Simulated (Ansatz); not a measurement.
GeHF₃, relaxed as a singlet with RKS PBE0-D4/def2-TZVP in Ansatz, starting from the GFN2-xTB geometry. Force threshold 0.02 eV/Å.

Start:

Cartesian coordinates in Å:
```
Ge 0.067 -0.088 0.043
H 0.900 -1.178 0.580
F -0.324 -0.265 -1.601
F 0.788 1.447 0.151
F -1.430 0.085 0.827
```

```
step  energy (eV)  largest force component (eV/Å)  SCF passes
   1  -64677.0958                           0.914          14
   2  -64677.1256                           0.176          19
   3  -64677.1280                           0.013          19
```

Force components are those of the run's own axes.

End:

```xyz
5

Ge    0.049   -0.064    0.031
H     0.906   -1.186    0.584
F    -0.321   -0.282   -1.621
F     0.810    1.458    0.159
F    -1.445    0.074    0.846
```

By distances, no bond broke or formed. The bond that changes most is Ge1–H2, from 1.47 to 1.52 Å (atoms count from 1).

No frequencies were taken in this run, so the end may be a saddle point.

It took 4.6 s on 2 threads of AMD EPYC 7R13 on a shared host.
